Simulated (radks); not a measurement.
The numbers below are computed, except where a source is named.
Species: Pd2+. Configuration: [Kr] 4d7.5 5p0.5 (fractional occupations, a model configuration). Code: a radial shooting solver on a logarithmic mesh with Libxc functionals. Model: scalar-relativistic Kohn-Sham, PBE, spin-unpolarised, spherical densities, point nucleus.

Unscreened Slater integrals over Kohn-Sham orbitals (cm^-1).

F0(5p,5p): 64008
F2(5p,5p): 34664
F0(5p,4d): 79396
F2(5p,4d): 23288
G1(5p,4d): 9660.6
G3(5p,4d): 8122.5
F0(5p,4p): 81586
F2(5p,4p): 17680
G0(5p,4p): 3509.2
G2(5p,4p): 4470.2
F0(5p,4s): 82197
G1(5p,4s): 4859.0
F0(4d,4d): 147950
F2(4d,4d): 73794
F4(4d,4d): 48228
F0(4d,4p): 165920
F2(4d,4p): 81736
G1(4d,4p): 102690
G3(4d,4p): 62754
F0(4d,4s): 171190
G2(4d,4s): 75304
F0(4p,4p): 191950
F2(4p,4p): 100750
F0(4p,4s): 200200
G1(4p,4s): 135910
F0(4s,4s): 209750

Derived for the open shells (J is the average intra-shell exchange parameter used in DFT+U). 4d: Racah B = F2/49 - 5 F4/441 = 959.2 cm^-1, C = 35 F4/441 = 3828 cm^-1, C/B = 3.99, F4/F2 = 0.654, J = (F2 + F4)/14 = 8716 cm^-1. 5p: J = F2/5 = 6933 cm^-1.
